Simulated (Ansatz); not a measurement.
`[NH2][Y]([F])[Cl]` + H–F → `[F][Y]([F])[Cl]` + NH₃ at 700 K and 1 bar (ligand exchange at a Y–N bond).

Calculated with Ansatz (gas phase, PBE0-D4/def2-TZVP geometries, no zero-point term in ΔE). CBS: MP2 limit from def2 TZ/QZ plus the TZ coupled-cluster correction, frozen cores. This one scheme is used for every species. Elements past krypton have def2 core potentials. For Y outer-core shells are correlated without core-valence functions, which leaves a few kJ/mol of doubt a bond. One conformer a species, not always the lowest.

```
            species  CCSD(T)/CBS energy (Eh)  H − E (kJ/mol)  S (J/(mol·K))
`[NH2][Y]([F])[Cl]`               -653.94368           131.5          440.4
                H–F               -100.39570            45.2          198.5
  `[F][Y]([F])[Cl]`               -697.87737            60.0          404.3
                NH₃                -56.50880           116.9          226.5
```

H − E and S are ideal-gas, rigid-rotor, harmonic terms from PBE0-D4/def2-TZVP, for one conformer and one mirror image of each species. 1 Eh = 2625.50 kJ/mol, R = 8.31446 J/(mol·K).

Task: By hand: ΔE, ΔH, ΔS and ΔG.

Result: ΔE = (-697.87737) + (-56.50880) − (-653.94368) − (-100.39570) = -0.04679 Eh = -122.8 kJ/mol. Δ(H − E) = 60.0 + 116.9 − 131.5 − 45.2 = 0.2, so ΔH = -122.6 kJ/mol. ΔS = 404.3 + 226.5 − 440.4 − 198.5 = -8.1 J/(mol·K). ΔG = -122.6 − 700 × (-8.1)/1000 = -116.9 kJ/mol.

Task: By hand: the equilibrium constant, and the temperature at which ΔG would vanish if ΔH and ΔS stayed fixed.

Result: log₁₀ K = −ΔG/(RT ln 10) = 8.7. ΔG = 0 at ΔH/ΔS = 15136 K, far beyond where these terms or the molecules hold.

The number of gas molecules stays the same, so ΔS is small and ΔH decides. A doubt of 5 kJ/mol in ΔE shifts log₁₀ K by 0.4 here. Other conformers and mirror images would add mixing entropy, several J/(mol·K) or more a flexible species. Modes under 60 cm⁻¹, often nearly free rotors, make the harmonic entropy too high. These are equilibria of isolated gas molecules and say nothing of rates. Largest T1 diagnostic: 0.014 (customary marks: 0.02 for closed shells, 0.045 for open ones).
